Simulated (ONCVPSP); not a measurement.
**An all-electron radial function and its pseudo partner (aluminium (Al))**

Columns: radius, all-electron u(r) and pseudo u(r) of the 2s shell (level -108.23 eV) of aluminium in the configuration [He] 2s2 2p6 3s2 3p1; PW91, scalar-relativistic, ONCV scheme, ONCVPSP 4.0.1.

```json
{"r (bohr)": "0.060", "all-electron": "-0.5988", "pseudo": "0.2438"}
{"r (bohr)": "0.120", "all-electron": "-0.3461", "pseudo": "0.4766"}
{"r (bohr)": "0.180", "all-electron": "0.1235", "pseudo": "0.6886"}
{"r (bohr)": "0.240", "all-electron": "0.5685", "pseudo": "0.8715"}
{"r (bohr)": "0.300", "all-electron": "0.9092", "pseudo": "1.0189"}
{"r (bohr)": "0.360", "all-electron": "1.1356", "pseudo": "1.1277"}
{"r (bohr)": "0.420", "all-electron": "1.2610", "pseudo": "1.1966"}
{"r (bohr)": "0.480", "all-electron": "1.3076", "pseudo": "1.2273"}
{"r (bohr)": "0.540", "all-electron": "1.2972", "pseudo": "1.2236"}
{"r (bohr)": "0.600", "all-electron": "1.2481", "pseudo": "1.1908"}
{"r (bohr)": "0.660", "all-electron": "1.1741", "pseudo": "1.1347"}
{"r (bohr)": "0.720", "all-electron": "1.0860", "pseudo": "1.0618"}
{"r (bohr)": "0.780", "all-electron": "0.9914", "pseudo": "0.9783"}
{"r (bohr)": "0.840", "all-electron": "0.8957", "pseudo": "0.8896"}
{"r (bohr)": "0.900", "all-electron": "0.8024", "pseudo": "0.8001"}
{"r (bohr)": "0.960", "all-electron": "0.7139", "pseudo": "0.7132"}
{"r (bohr)": "1.020", "all-electron": "0.6315", "pseudo": "0.6313"}
{"r (bohr)": "1.080", "all-electron": "0.5559", "pseudo": "0.5558"}
{"r (bohr)": "1.140", "all-electron": "0.4873", "pseudo": "0.4872"}
{"r (bohr)": "1.200", "all-electron": "0.4256", "pseudo": "0.4256"}
{"r (bohr)": "1.260", "all-electron": "0.3707", "pseudo": "0.3706"}
{"r (bohr)": "1.320", "all-electron": "0.3219", "pseudo": "0.3219"}
{"r (bohr)": "1.380", "all-electron": "0.2789", "pseudo": "0.2789"}
{"r (bohr)": "1.440", "all-electron": "0.2413", "pseudo": "0.2412"}
{"r (bohr)": "1.500", "all-electron": "0.2083", "pseudo": "0.2083"}
{"r (bohr)": "1.560", "all-electron": "0.1797", "pseudo": "0.1796"}
```

Problem. How many radial nodes do the two functions have?

Solution. The all-electron 2s function has n − l − 1 = 1; the pseudo-wave has 0, since the states of the same l below it are removed with the core.

Problem. At about which radius was the pseudo-wave matched?

Solution. 1.10 bohr. The columns agree to 0.0005 from 1.02 bohr on; several derivatives are matched, so the curves merge somewhat inside the radius.

Problem. Is the pseudo-wave norm-conserving?

Solution. Yes: the ONCV scheme keeps the norm inside the radius equal to the all-electron one, which fixes the energy derivative of the logarithmic derivative at the level.
